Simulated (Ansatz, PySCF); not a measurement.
This singlet lies 1.13 eV below the relaxed triplet at the level frozen-core CCSD(T)/aug-cc-pVDZ // PBE0-D3(BJ)/def2-TZVPD (Ansatz, a quantum-chemistry and plane-wave program).

Cartesian coordinates (Å):
```xyz
7

O      2.3581     0.2902    -0.1629
Al     1.3659    -1.0927    -0.6717
Si    -0.9435    -0.1962     0.4323
H      1.9006     0.9667     0.3390
H     -0.9730     1.1178     1.2074
H     -1.6213    -1.1196     1.4294
H     -2.0867     0.0339    -0.5406
```
Charge -1, spin multiplicity 1.

### Question
Estimate the HOMO and total energy that PySCF with PBE0-D3(BJ)/def2-TZVPD returns for this input.

### Answer

```
Item                 Value
------------  ------------
HOMO              -0.23 eV
total energy  -609.3437 Ha
```
